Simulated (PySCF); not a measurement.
C2H6F2OSi, SMILES FC(OC)([SiH3])F. Atoms are numbered in the order given.

```xyz
12

C      2.2846    -0.2547     0.2988
O      1.0660    -0.3480    -0.4469
C     -0.0605     0.0771     0.1708
F      0.0656     1.3929     0.5600
F     -0.2597    -0.6126     1.3470
Si    -1.5779    -0.1360    -0.9995
H      2.2313    -0.8678     1.2110
H      3.0754    -0.6357    -0.3584
H      2.4971     0.7906     0.5692
H     -2.7832     0.3454    -0.2743
H     -1.7114    -1.5774    -1.3364
H     -1.3445     0.6758    -2.2224
```
Charge 0, spin multiplicity 1.

Geometry optimised at B3LYP-D3(BJ)/def2-SVP. The structure was generated by enumeration, and PubChem lists no compound with its InChIKey, so it may never have been made. Other conformers were not sampled.

These are PBE/def2-TZVP in PySCF values and carry that method's errors.

ESP charges are fitted to the potential on shells at 1.4 to 2.0 van der Waals radii. Atomic charges (e):

```json
[
 {"atom": "C1", "ESP fit": "-0.36", "Mulliken": "-0.25", "IAO": "-0.24", "Löwdin": "-0.34"},
 {"atom": "O2", "ESP fit": "-0.16", "Mulliken": "-0.22", "IAO": "-0.34", "Löwdin": "0.23"},
 {"atom": "C3", "ESP fit": "0.30", "Mulliken": "0.31", "IAO": "?", "Löwdin": "-0.78"},
 {"atom": "F4", "ESP fit": "-0.16", "Mulliken": "-0.17", "IAO": "?", "Löwdin": "0.15"},
 {"atom": "F5", "ESP fit": "-0.16", "Mulliken": "-0.17", "IAO": "?", "Löwdin": "0.15"},
 {"atom": "Si6", "ESP fit": "0.05", "Mulliken": "0.12", "IAO": "0.56", "Löwdin": "0.31"},
 {"atom": "H7", "ESP fit": "0.16", "Mulliken": "0.14", "IAO": "?", "Löwdin": "0.11"},
 {"atom": "H8", "ESP fit": "0.17", "Mulliken": "0.14", "IAO": "?", "Löwdin": "0.12"},
 {"atom": "H9", "ESP fit": "0.16", "Mulliken": "0.14", "IAO": "?", "Löwdin": "0.11"},
 {"atom": "H10", "ESP fit": "0.00", "Mulliken": "-0.01", "IAO": "-0.10", "Löwdin": "-0.02"},
 {"atom": "H11", "ESP fit": "0.00", "Mulliken": "-0.01", "IAO": "-0.09", "Löwdin": "-0.02"},
 {"atom": "H12", "ESP fit": "0.00", "Mulliken": "-0.01", "IAO": "-0.09", "Löwdin": "-0.02"}
]
```

What belongs in the gaps? (Estimate from the structure and the level; the computed values follow.)


- C3, IAO: 0.44
- F4, IAO: -0.30
- F5, IAO: -0.30
- H7, IAO: 0.15
- H8, IAO: 0.17
- H9, IAO: 0.15

Computed Mayer and Wiberg (Löwdin basis) orders of the bonds:
```tsv
bond	Mayer	Wiberg
C1–O2	0.94	1.42
O2–C3	1.18	1.68
C3–F4	1.06	1.67
C3–F5	1.06	1.67
C3–Si6	0.93	1.03
C1–H7	0.96	0.93
C1–H8	0.96	0.93
C1–H9	0.96	0.93
Si6–H10	0.95	0.95
Si6–H11	0.94	0.95
Si6–H12	0.94	0.95
```
